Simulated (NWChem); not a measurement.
Program: NWChem. System: C3H5NOSi, charge 0, spin multiplicity 1, at a geometry optimised with PBE/def2-SVP. The structure started from a generated list of species. Level: BP86/def2-SVP.

Input file:

```
start mol
memory heap 200 mb stack 800 mb global 1000 mb
geometry units angstroms nocenter noautoz
  C     -3.048636     0.055040     0.000000
  C     -1.729762     0.025085     0.000000
  C     -0.406384    -0.021093     0.000000
  N      0.500886    -1.109147     0.000000
  Si     1.827576     0.030201     0.000000
  O      0.461334     1.087089     0.000000
  H     -3.641623     0.071875     0.936956
  H     -3.641623     0.071875    -0.936956
  H      0.230578    -2.088955     0.000000
  H      2.689213     0.117756    -1.226566
  H      2.689213     0.117756     1.226566
  symmetry group Cs
end
basis spherical
  * library def2-svp
end
dft
  xc becke88 perdew86
  semidirect memsize 60000000 filesize 0
  iterations 100
end
task dft energy
```

NWChem printed:

```
             Northwest Computational Chemistry Package (NWChem) 7.3.0
             --------------------------------------------------------

                                NWChem Input Module
                                -------------------

 Scaling coordinates for geometry "geometry" by  1.889725989
 (inverse scale =  0.529177249)

 Turning off AUTOSYM since
 SYMMETRY directive was detected!

                             Geometry "geometry" -> ""
                             -------------------------

 Output coordinates in angstroms (scale by  1.889725989 to convert to a.u.)

  No.       Tag          Charge          X              Y              Z
 ---- ---------------- ---------- -------------- -------------- --------------
    1 C                    6.0000    -3.04863600     0.05504000     0.00000000
    2 C                    6.0000    -1.72976200     0.02508500     0.00000000
    3 C                    6.0000    -0.40638400    -0.02109300     0.00000000
    4 N                    7.0000     0.50088600    -1.10914700     0.00000000
    5 Si                  14.0000     1.82757600     0.03020100     0.00000000
    6 O                    8.0000     0.46133400     1.08708900     0.00000000
    7 H                    1.0000    -3.64162300     0.07187500     0.93695600
    8 H                    1.0000    -3.64162300     0.07187500    -0.93695600
    9 H                    1.0000     0.23057800    -2.08895500     0.00000000
   10 H                    1.0000     2.68921300     0.11775600    -1.22656600
   11 H                    1.0000     2.68921300     0.11775600     1.22656600

 Effective nuclear repulsion energy (a.u.)     270.3412984719

            Nuclear Dipole moment (a.u.)
            ----------------------------
        X                 Y               Z
 ---------------- ---------------- ----------------
     0.0000075589    -0.0000075589     0.0000000000

      Symmetry information
      --------------------

 Group name             Cs
 Group number              2
 Group order               2
 No. of unique centers     9

      Symmetry unique atoms

     1    2    3    4    5    6    7    9   10


 Summary of "ao basis" -> "" (spherical)
 ------------------------------------------------------------------------------
       Tag                 Description            Shells   Functions and Types
 ---------------- ------------------------------  ------  ---------------------
 *                          def2-svp                  on all atoms

  perdew86 is a nonlocal functional; adding perdew81 local functional.

                                 NWChem DFT Module
                                 -----------------

 Summary of "ao basis" -> "ao basis" (spherical)
 ------------------------------------------------------------------------------
       Tag                 Description            Shells   Functions and Types
 ---------------- ------------------------------  ------  ---------------------
 C                          def2-svp                 6       14   3s2p1d
 N                          def2-svp                 6       14   3s2p1d
 Si                         def2-svp                 8       18   4s3p1d
 O                          def2-svp                 6       14   3s2p1d
 H                          def2-svp                 3        5   2s1p

 Summary of "ao basis" -> "ao basis" (spherical)
 ------------------------------------------------------------------------------
       Tag                 Description            Shells   Functions and Types
[...]
  Resetting Diis
 d= 0,ls=0.0,diis     6   -536.5002335773 -2.10D-04  1.28D-04  1.24D-04     4.7
 d= 0,ls=0.0,diis     7   -536.5002445568 -1.10D-05  1.77D-04  5.25D-05     5.2
 d= 0,ls=0.0,diis     8   -536.5002036643  4.09D-05  1.30D-04  3.65D-04     5.7
 d= 0,ls=0.0,diis     9   -536.5002512721 -4.76D-05  8.65D-06  8.38D-07     6.2
 d= 0,ls=0.0,diis    10   -536.5002514263 -1.54D-07  2.73D-06  1.81D-07     6.7

         Total DFT energy =     -536.500251426298
      One electron energy =    -1272.386326484816
           Coulomb energy =      520.052936986879
    Exchange-Corr. energy =      -54.508160400250
 Nuclear repulsion energy =      270.341298471890

 Numeric. integr. density =       52.000011313614

     Total iterative time =      6.3s

                  Occupations of the irreducible representations
                  ----------------------------------------------

                     irrep           alpha         beta
                     --------     --------     --------
                     a'               20.0         20.0
                     a"                6.0          6.0

                       DFT Final Molecular Orbital Analysis
                       ------------------------------------

 Vector   24  Occ=2.000000D+00  E=-2.478569D-01  Symmetry=a"
              MO Center=  4.4D-01, -5.0D-02, -7.1D-16, r^2= 2.0D+00
   Bfn.  Coefficient  Atom+Function         Bfn.  Coefficient  Atom+Function
  ----- ------------  ---------------      ----- ------------  ---------------
    80      0.453729   6 O  pz               48      0.424284   4 N  pz
    51     -0.361433   4 N  pz               83      0.346062   6 O  pz
    34     -0.097431   3 C  pz               71      0.069846   5 Si d -1
    20     -0.056287   2 C  pz               23     -0.044305   2 C  pz
    37     -0.032982   3 C  pz               39      0.028781   3 C  d -1

 Vector   25  Occ=2.000000D+00  E=-2.428955D-01  Symmetry=a'
              MO Center= -2.2D+00,  3.4D-02,  3.5D-16, r^2= 2.1D+00
   Bfn.  Coefficient  Atom+Function         Bfn.  Coefficient  Atom+Function
  ----- ------------  ---------------      ----- ------------  ---------------
     5      0.419917   1 C  py               19      0.400721   2 C  py
     8      0.277795   1 C  py               22      0.231196   2 C  py
    46      0.098027   4 N  px               78      0.093567   6 O  px
    45      0.083582   4 N  s                68      0.070510   5 Si py
    65      0.065789   5 Si py               49     -0.064166   4 N  px

 Vector   26  Occ=2.000000D+00  E=-1.716499D-01  Symmetry=a"
              MO Center= -8.8D-01, -1.2D-01, -7.4D-16, r^2= 3.5D+00
   Bfn.  Coefficient  Atom+Function         Bfn.  Coefficient  Atom+Function
  ----- ------------  ---------------      ----- ------------  ---------------
    20      0.417217   2 C  pz               23      0.306516   2 C  pz
    48      0.283432   4 N  pz               34      0.281772   3 C  pz
    51     -0.243138   4 N  pz               80     -0.179257   6 O  pz
    69     -0.171870   5 Si pz               37      0.170856   3 C  pz
   105     -0.164478  10 H  s               110      0.164478  11 H  s

 Vector   27  Occ=0.000000D+00  E=-6.642193D-02  Symmetry=a'
              MO Center=  1.7D-01, -7.2D-04,  2.0D-16, r^2= 7.1D+00
   Bfn.  Coefficient  Atom+Function         Bfn.  Coefficient  Atom+Function
  ----- ------------  ---------------      ----- ------------  ---------------
    68      0.663158   5 Si py               45      0.435743   4 N  s
     8     -0.359903   1 C  py               77     -0.336905   6 O  s
     5     -0.306653   1 C  py               65      0.268750   5 Si py
    22      0.259226   2 C  py               19      0.227060   2 C  py
    33      0.188686   3 C  py               36      0.154786   3 C  py

 Vector   28  Occ=0.000000D+00  E=-1.317536D-02  Symmetry=a'
              MO Center= -2.5D-01, -2.8D-02,  1.3D-16, r^2= 7.0D+00
   Bfn.  Coefficient  Atom+Function         Bfn.  Coefficient  Atom+Function
  ----- ------------  ---------------      ----- ------------  ---------------
    68      0.640556   5 Si py                8      0.417709   1 C  py
    22     -0.399450   2 C  py               19     -0.367314   2 C  py
     5      0.310298   1 C  py               49      0.228865   4 N  px
    78     -0.210840   6 O  px               81     -0.211098   6 O  px
    45      0.203231   4 N  s                46     -0.203449   4 N  px

 Vector   29  Occ=0.000000D+00  E= 1.816205D-02  Symmetry=a"
              MO Center= -1.2D+00, -5.1D-03,  1.5D-14, r^2= 4.3D+00
   Bfn.  Coefficient  Atom+Function         Bfn.  Coefficient  Atom+Function
  ----- ------------  ---------------      ----- ------------  ---------------
    37      0.562964   3 C  pz               34      0.514479   3 C  pz
    90      0.475435   7 H  s                95     -0.475435   8 H  s
    23     -0.452216   2 C  pz               69     -0.436252   5 Si pz
    20     -0.380827   2 C  pz              105     -0.324681  10 H  s
   110      0.324681  11 H  s                 9     -0.264706   1 C  pz

 center of mass
 --------------
 x =   0.03088360 y =   0.03219086 z =   0.00000000

 moments of inertia (a.u.)
 ------------------
         162.173159259912           3.740217978135           0.000000000000
           3.740217978135        1056.729882078770           0.000000000000
           0.000000000000           0.000000000000        1184.606645497602

     Multipole analysis of the density
     ---------------------------------

     L   x y z        total         alpha         beta         nuclear
     -   - - -        -----         -----         ----         -------
     0   0 0 0     -0.000000    -26.000000    -26.000000     52.000000

     1   1 0 0      0.594305      0.297149      0.297149      0.000008
     1   0 1 0     -0.868400     -0.434196     -0.434196     -0.000008
     1   0 0 1     -0.000000     -0.000000     -0.000000      0.000000

     2   2 0 0    -27.304450   -309.992512   -309.992512    592.680573
     2   1 1 0     -0.264788      1.102454      1.102454     -2.469695
     2   1 0 1     -0.000000     -0.000000     -0.000000      0.000000
     2   0 2 0    -30.456853    -55.411360    -55.411360     80.365868
     2   0 1 1      0.000000      0.000000      0.000000      0.000000
     2   0 0 2    -32.381272    -24.698163    -24.698163     17.015055

 Task  times  cpu:        6.7s     wall:        6.7s

 Total times  cpu:        6.7s     wall:        6.7s
```
